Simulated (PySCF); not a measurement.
Compound: C7H8.
Structure used (PBE0-D3(BJ)/def2-SVP), in Å, numbered top down from 1:
```xyz
15
C7H8 angstrom
C      4.3789    0.4847   -0.3158
C      3.2365    0.1188   -0.1094
C      1.9491   -0.2937    0.1218
C      0.8081   -0.6673    0.3331
C     -0.5611   -1.0990    0.5619
C     -1.5998   -0.3209   -0.2565
C     -1.6588    1.1575    0.0877
H      5.3878    0.8058   -0.4961
H     -0.7878   -1.0020    1.6390
H     -0.6333   -2.1760    0.3318
H     -1.3763   -0.4511   -1.3279
H     -2.5825   -0.7900   -0.0849
H     -2.4047    1.6795   -0.5299
H     -1.9317    1.3117    1.1439
H     -0.6848    1.6431   -0.0792
```

The closed-shell ground state was solved at several levels (PySCF, density fitting, gas phase, non-relativistic).

```csv
level,basis functions,HOMO (eV),LUMO (eV),gap (eV),dipole (D)
B97-2/pcSseg-2,364,-6.85,-0.64,6.21,1.44
PBE0/def2-SVPD,204,-7.10,-0.57,6.53,1.37
B3LYP/pcJ-1,269,-6.89,-0.74,6.15,1.33
```

Problem. What might PBE0/pcSseg-1 (159 basis functions) give for the same quantities?

Solution. HOMO -7.12 eV, LUMO -0.55 eV, gap 6.57 eV, dipole 1.34 D.

Problem. Over all these levels, which gives the widest orbital gap and which the narrowest?

Solution. PBE0/pcSseg-1 (global hybrid, 25 % exact exchange) has the widest, 6.57 eV, and B3LYP/pcJ-1 (global hybrid, 20 % exact exchange) the narrowest, 6.15 eV. Functional and basis both differ between the two, so the spread mixes both effects.

Problem. How far do the dipole and the HOMO energy spread over the levels?

Solution. The dipole runs from 1.33 to 1.44 D (mean 1.37 D) and the HOMO from -7.12 to -6.85 eV.

One conformer stands for the species.
